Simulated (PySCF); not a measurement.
C₂H₇ClOSi₂, SMILES C=C([SiH3])O[SiH2]Cl. Coordinates come from a PBE-D3(BJ)/def2-SVP optimisation. This is a generated structure with no PubChem entry under its InChIKey; it may be hypothetical. Other conformers were not sampled.

Question: Give the equilibrium geometry at PBE-D3(BJ)/def2-SVP (PySCF confirms it by a frequency run) as Cartesian coordinates in Å. (Estimate from the structure and the level; the computed values follow.)

Answer: Several could match; the one computed here: 
```xyz
13

C     -1.1129     0.4651     1.3756
C     -1.1502    -0.2486     0.2287
Si    -2.7091    -1.0904    -0.4496
O     -0.0595    -0.4447    -0.5963
Si     1.5709    -0.3644    -0.1741
Cl     2.2047     1.5920     0.1368
H     -0.2022     0.9783     1.7273
H     -2.0233     0.5719     1.9822
H     -2.4784    -2.5725    -0.5621
H     -3.8556    -0.8210     0.4836
H     -3.0229    -0.5533    -1.8181
H      1.7978    -1.1278     1.0942
H      2.2957    -0.9128    -1.3560
```
Charge 0, spin multiplicity 1.
